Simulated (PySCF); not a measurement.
## Zn (zinc, neutral) across methods

[Ar] 3d10 4s1 4p1, high-spin 3P determinant (an excited configuration). Calculation: PySCF 2.14, in aug-cc-pVQZ-DK (9s8p6d4f3g2h, 140 functions); the spin-free X2C one-electron Hamiltonian (Gaussian nucleus). The B2PLYP total includes its PT2 part (frozen core); its orbital energies are those of the SCF part.

```csv
method,E (hartree),mean ε 3d β (eV),mean ε 4s α (eV),mean ε 4p α (eV),Σ⟨r²⟩ (bohr²),⟨S²⟩
LDA,-1792.775,-12.246,-8.035,-2.591,40.16,2.002
BHandHLYP,-1795.724,-17.509,-9.528,-3.824,39.99,2.001
PBE0,-1795.529,-14.700,-8.741,-3.308,39.98,2.002
UHF,-1794.16886,-22.519,-10.990,-5.264,40.40,2.002
MN15,-1797.004,-16.086,-9.194,-3.492,40.56,2.002
PBE,-1795.529,-11.926,-7.826,-2.576,40.47,2.002
B2PLYP,-1795.499,-17.606,-9.549,-3.887,40.22,2.001
r2SCAN,-1795.750,-12.098,-8.079,-2.755,39.25,2.003
```
